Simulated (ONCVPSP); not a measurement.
**u(r) = r·R(r): atom against pseudo-atom (Ge)**

Columns: radius, all-electron u(r) and pseudo u(r) of the 4p shell (level -11.27 eV) of germanium in the configuration [Ar] 3d10 4s2 4p1; PBE, non-relativistic, ONCV scheme, ONCVPSP 4.0.1.

```
r (bohr)  all-electron  pseudo
   0.105        0.1682  0.0033
   0.210        0.0349  0.0132
   0.315       -0.1663  0.0298
   0.420       -0.2709  0.0531
   0.525       -0.2710  0.0833
   0.630       -0.2023  0.1205
   0.735       -0.0984  0.1644
   0.840        0.0179  0.2142
   0.945        0.1331  0.2684
   1.050        0.2401  0.3253
   1.155        0.3353  0.3829
   1.260        0.4175  0.4395
   1.365        0.4865  0.4934
   1.470        0.5431  0.5427
   1.575        0.5881  0.5856
   1.680        0.6226  0.6206
   1.785        0.6476  0.6467
   1.890        0.6643  0.6640
   1.995        0.6735  0.6735
   2.100        0.6762  0.6762
   2.205        0.6734  0.6734
   2.310        0.6658  0.6658
   2.415        0.6543  0.6543
   2.520        0.6395  0.6395
   2.625        0.6222  0.6222
   2.730        0.6027  0.6027
```

Problem. How many radial nodes do the two functions have?

Solution. The all-electron 4p function has n − l − 1 = 2; the pseudo-wave has 0, since the states of the same l below it are removed with the core.

Problem. At about which radius was the pseudo-wave matched?

Solution. 2.10 bohr. The columns agree to 0.0005 from 1.89 bohr on; several derivatives are matched, so the curves merge somewhat inside the radius.

Problem. Is the pseudo-wave norm-conserving?

Solution. Yes: the ONCV scheme keeps the norm inside the radius equal to the all-electron one, which fixes the energy derivative of the logarithmic derivative at the level.
